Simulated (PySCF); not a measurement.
## Boron: a sound run and one with changed settings

Sound run: B²⁺ [He] 2s1, B³⁺ 1s2. Calculation: PySCF 2.14, in x2c-TZVPall (5s3p2d1f, 31 functions); the spin-free X2C one-electron Hamiltonian (Gaussian nucleus). The sound run starts from symmetry-adapted Hartree-Fock orbitals and uses a fine grid where one is needed.

A second run was set up differently.

```
species  method  sound run (hartree)  changed run (hartree)  converged
    B²⁺     UHF            -23.38199              -23.38199        yes
    B²⁺    BP86            -23.42846              -23.47452        yes
    B²⁺   B3LYP            -23.44071              -23.47969        yes
    B³⁺     UHF            -21.99211              -21.99211        yes
    B³⁺    BP86            -22.02857              -22.11654        yes
    B³⁺   B3LYP            -22.02686              -22.09330        yes
```

Ionisation energy of B²⁺:

```json
{"method": "UHF", "sound run (eV)": "37.821", "changed run (eV)": "37.821"}
{"method": "BP86", "sound run (eV)": "38.093", "changed run (eV)": "36.953"}
{"method": "B3LYP", "sound run (eV)": "38.473", "changed run (eV)": "37.726"}
```

What was changed?
A. all electrons correlated in a valence basis
B. a valence shell is frozen
C. radial grid too coarse
D. basis contracted for another Hamiltonian

C. It used radial step 1.2 in ln r (0.13 in the sound run). A coarse radial grid mis-integrates the density and the exchange-correlation energy, with errors of either sign; Hartree-Fock needs no grid.
